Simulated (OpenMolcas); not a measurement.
Ta2+ (d3) among equal point charges was computed by CASSCF with the d shell active (OpenMolcas, ANO-RCC-VDZP on the metal). Its lowest spin-free states, and all those of the highest spin:

```tsv
2S+1	Degeneracy	E (cm-1)
2	2	0.0
4	1	4578
2	1	7226
2	1	15597
2	1	17647
2	1	18398
4	2	19577
2	1	22134
2	1	24033
2	2	26232
2	2	32938
4	2	34020
4	1	48358
4	1	55902
4	1	64346
4	2	90369
```

Task: Is the site octahedral, tetrahedral or cube-like, axial, or of lower symmetry?

Result: The states with 2S+1 = 4 have orbital degeneracies 1, 2, 2, 1, 1, 1, 2. There are pairs but no triples, so the site is axial: not cubic, but with a proper or improper axis of order three or more. The run had Ta2+ among 4 point charges of -2.5 e arranged as a square (D4h), 2.39 Å from the ion.

An orbital doublet at a regular site is open to a Jahn-Teller distortion, which this geometry leaves out. Without dynamic correlation the repulsion within the d shell is too large (B by tens of per cent), so at a given field states of lower spin stand too high. Point charges carry no covalency, so the field is a model and not that of real ligands. An unlabelled pair can be two single states that coincide in this model. No measured value stands beside these numbers.
